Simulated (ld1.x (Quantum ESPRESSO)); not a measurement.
Before and after: TM potential for Re (Z = 75)

Re, norm-conserving Troullier–Martins (Kleinman–Bylander form), made with ld1.x (Quantum ESPRESSO) 7.5 (Wu–Cohen, scalar-relativistic). Core [Xe] 4f14, reference 5d4 6s0 6p0 (charge +3). Waves: 6p (bound, empty): rc 2.55 bohr; 5d (bound): rc 2.25 bohr; 6s (bound, empty): rc 1.85 bohr. Local part: the s channel. Core correction: a·sin(br)/r model core inside 1.45 bohr.

Change: core correction none.

Cutoffs: the cutoffs (Ry, on a coarse ladder) from which the occupation-weighted sum of valence levels, in a spherical-Bessel basis at the reference potential, stays within 10 and 1 mRy of its value at 400 Ry; they do not see the model core or the augmentation charge, which bear on the density cutoff. Errors are all-electron minus pseudo energies relative to the spin-unpolarised reference configuration.

Question: What does the change do?

Answer: The potential gets neither clearly harder nor softer (35 Ry and 40 Ry → 35 Ry and 40 Ry); of the 7 tests that both files solve, the error grows in 4 and shrinks in 3 by more than 15 % and 0.3 meV (median size 96.4 → 103.7 meV); neither file shows a bound ghost.

```csv
quantity,base,changed
"cutoff, loose",35 Ry,35 Ry
"cutoff, tight",40 Ry,40 Ry
bound ghosts,none,none
"error for 5d5 6s2 6p0, meV [ΔE -52.82 eV]",-8.2,+256
"error for 5d5 6s1 6p0, meV [ΔE -43.51 eV]",-78,+104
"error for 5d5 6s0 6p0, meV [ΔE -27.16 eV]",-119,-31
"error for 5d5.5 6s1.5 6p0, meV [ΔE -52.43 eV]",-96,+181
"error for 5d5 6s1.5 6p0, meV [ΔE -49.01 eV]",-44,+181
"error for 5d6 6s1 6p0, meV [ΔE -51.86 eV]",-212,+88
"error for 5d3 6s0 6p0, meV [ΔE 39.39 eV]",-200,-40
s: phases at 2.76 bohr within 0.05 rad from the reference energy up to (Ry; the scan ends near 5),-1.2,-1.2
p: phases at 2.76 bohr within 0.05 rad from the reference energy up to (Ry; the scan ends near 5),2.8,2.8
d: phases at 2.76 bohr within 0.05 rad from the reference energy up to (Ry; the scan ends near 5),-0.4,-0.4
```
